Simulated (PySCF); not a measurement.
Compound: AsB2H5.
Structure used (PBE0-D3(BJ)/def2-SVP), in Å, numbered top down from 1:
```xyz
8
AsB2H5 angstrom
B     -1.223    0.386   -0.543
B     -0.162   -0.668    0.129
As     1.807   -0.258    0.092
H     -1.405    0.481   -1.737
H     -1.834    1.162    0.163
H     -0.431   -1.752    0.596
H      1.778    1.255    0.236
H      2.099   -0.553    1.553
```

Computed with PySCF, PBE0-D3(BJ)/def2-SVP geometry optimisation, gas phase.

Take the most abundant isotopes and a rigid rotor. The values belong to one conformer with, in the numbering `[BH2:1][BH:2][AsH2:3]`, B1–B2–As3–H 35° and 132°.

Question: Give the principal moments of inertia and the rotational constants in cm⁻¹.

Answer: Ia = 17.87, Ib = 142.01, Ic = 151.89 u·Å²; 505379 MHz·u·Å²/I gives 28284, 3559 and 3327 MHz, that is A = 0.94345, B = 0.11870, C = 0.11099 cm⁻¹.

Question: What kind of rotor is it?

Answer: A near-prolate asymmetric top; Ray's κ = -0.981.

Question: What does the inertial defect say?

Answer: Not planar: Δ = Ic − Ia − Ib = -7.99 u·Å². For a rigid frame Δ = −2 Σ m c², so Σ m c² = 4.00 u·Å² lies off the ab plane: 3.95 from hydrogen and 0.05 from heavier atoms. The atom farthest from that plane is 1.09 Å away.

Question: Where do the levels up to J = 3 lie, in K?

Answer: Above 0(0,0), as E/k:
J = 1: 1(0,1) 0.330, 1(1,1) 1.517, 1(1,0) 1.528
J = 2: 2(0,2) 0.991, 2(1,2) 2.167, 2(1,1) 2.200, 2(2,1) 5.760, 2(2,0) 5.760
J = 3: 3(0,3) 1.982, 3(1,3) 3.142, 3(1,2) 3.208, 3(2,2) 6.752, 3(2,1) 6.752, 3(3,1) 12.712, 3(3,0) 12.712
The levels of one J sum to (2J + 1)J(J + 1)(A + B + C)/3.

Question: Predict some low-J microwave lines.

Answer: The dipole components are |μa| = 0.12 D, |μb| = 0.12 D, |μc| = 0.47 D. Intensities carry the squares of the components, which stand as 0.07 : 0.07 : 1.00 (a : b : c). Some lines, for components of 0.1 D or more:

| type | branch | J(Ka,Kc) | MHz | lower level (cm⁻¹) |
| --- | --- | --- | --- | --- |
| a | R | 3(1,3) ← 2(1,2) | 20310 | 1.506 |
| a | R | 3(2,2) ← 2(2,1) | 20658 | 4.003 |
| a | R | 3(2,1) ← 2(2,0) | 20664 | 4.004 |
| b | Q | 2(1,1) ← 2(0,2) | 25190 | 0.689 |
| a | R | 4(1,4) ← 3(1,3) | 27078 | 2.184 |
| b | R | 2(1,2) ← 1(0,1) | 38266 | 0.230 |
| b | Q | 4(2,2) ← 4(1,3) | 73393 | 3.164 |
| b | Q | 2(2,1) ← 2(1,2) | 74870 | 1.506 |
| b | Q | 3(2,2) ← 3(1,3) | 75218 | 2.184 |
| b | R | 4(2,3) ← 3(1,2) | 101372 | 2.230 |
| b | R | 4(2,2) ← 3(1,3) | 102784 | 2.184 |
| c | Q | 4(4,1) ← 4(3,1) | 173883 | 9.754 |
| c | R | 4(4,1) ← 3(3,1) | 201430 | 8.836 |

PBE0-D3(BJ)/def2-SVP frequencies: not computed here. Zero-point vibration and centrifugal distortion are left out. Quadrupole hyperfine structure (11B, 75As) is left out.

On one thread, Arm Neoverse V1, shared host, this took 17 s of wall time. These figures are those of the optimisation.
